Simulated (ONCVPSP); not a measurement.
# Plane-wave convergence, ONCV potential for Cu

```
Element                 : Cu
Generator               : ONCVPSP 4.0.1
Type                    : optimised norm-conserving Vanderbilt (ONCV)
Functional              : PBE
Relativity              : scalar-relativistic
Frozen core             : [Ne] 3s2
Valence charge          : 17
Reference configuration : 3p6 3d9 4s2
Partial waves           : 4s: rc 1.70 bohr, ncon 4, nbas 7, qcut 3.7 1/bohr, 1 projector; 3p: rc 1.20 bohr, ncon 5, nbas 8, qcut 14 1/bohr, 3 projectors, debl 3.9 Ha; 3d: rc 0.90 bohr, ncon 4, nbas 9, qcut 17.1 1/bohr, 2 projectors, debl 3.9 Ha
Local potential         : polynomial inside 0.85 bohr (lpopt 5, dvloc0 6 Ha)
Core correction         : Teter function, fcfact 2.75, rcfact 1.3
```

**Question.** For each optimised wave give the share of its norm inside rc, the residual kinetic energy above qcut (Ha) and the cutoffs (Ha) for errors of 10, 1, 0.1 and 0.01 mHa per electron.

**Answer.**

```
         wave  norm inside rc  residual KE  10 mHa  1 mHa  0.1 mHa  0.01 mHa
           4s           0.159      2.9e-04     3.5    5.6     20.0      42.0
           3p           0.919      6.1e-08    35.7   44.7     52.0      59.5
p projector 2           0.037      6.0e-09    25.9   36.7     45.8      53.2
p projector 3           0.068      2.6e-08    31.1   41.1     49.7      56.7
           3d           0.567      4.6e-06    95.8  114.5    129.1     141.0
d projector 2           0.057      5.0e-06    89.1  111.6    128.9     142.1
```

The occupied waves need 115 Ha and 129 Ha for 1 and 0.1 mHa. Note: ghosts flagged at negative energy: s at -98.9 eV; no localised positive-energy state flagged. A true bound ghost makes a file unfit for plane-wave use.
